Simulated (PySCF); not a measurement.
Two-component Hartree-Fock for Kr¹¹⁺ (krypton, charge +11)

Start: [Ar] 3d7; 3d3/2 filled at m_j = -3/2, -1/2, +1/2, +3/2; 3d5/2 filled at m_j = +1/2, +3/2, +5/2. Calculated with PySCF 2.14 in an uncontracted even-tempered set (17 s from 0.76 bohr⁻², ratio 2.8; 13 p from 0.98 bohr⁻², ratio 2.8; 8 d from 0.98 bohr⁻², ratio 2.8; 4 f from 5.1 bohr⁻², ratio 3): generalised Hartree-Fock with the X2C-1e Hamiltonian and a Gaussian nucleus; one run each with spin-orbit coupling (SO) switched off, then screened by Boettger's factors.

```
spinor shell  electrons  ε, spin-free (eV)  ε, screened SO (eV)  weight of nominal j (screened SO)  rms radius, screened SO (bohr)
       1s1/2          2           -14682.4             -14681.8                              1.000                          0.0478
       2s1/2          2            -2236.0              -2235.8                              1.000                           0.198
       2p1/2          2            -2004.1              -2042.6                              0.998                           0.174
       2p3/2          4            -2004.1              -1985.5                              0.999                           0.178
       3s1/2          2            -553.79              -553.72                              1.000                           0.547
       3p1/2          2            -475.58              -487.12                              0.823                           0.548
       3p3/2          4            -475.58              -469.90                              0.912                           0.558
       3d5/2          3            -357.15              -359.14                              0.740                           0.541
       3d3/2          4            -357.15              -355.78                              0.705                           0.542
```

```tsv
quantity	spin-free	screened SO
E (hartree)	-2740.21996	-2740.43317
M_J	9/2	9/2
⟨J²⟩	24.752	24.752
⟨L²⟩	12.001	12.226
⟨S²⟩	3.751	3.672
```

Each row is a mean over spinors that exchange with the open shell spreads, by up to 20.525 eV (3p3/2).

Rows whose weight is well below 1 are mixtures of j = l ± 1/2: exchange outweighs spin-orbit coupling there, and the label is only the starting occupation.

Without spin-orbit coupling the j labels of p, d and f shells carry no meaning; the spin-free column gives the mean over the occupied spinors of each nl shell.
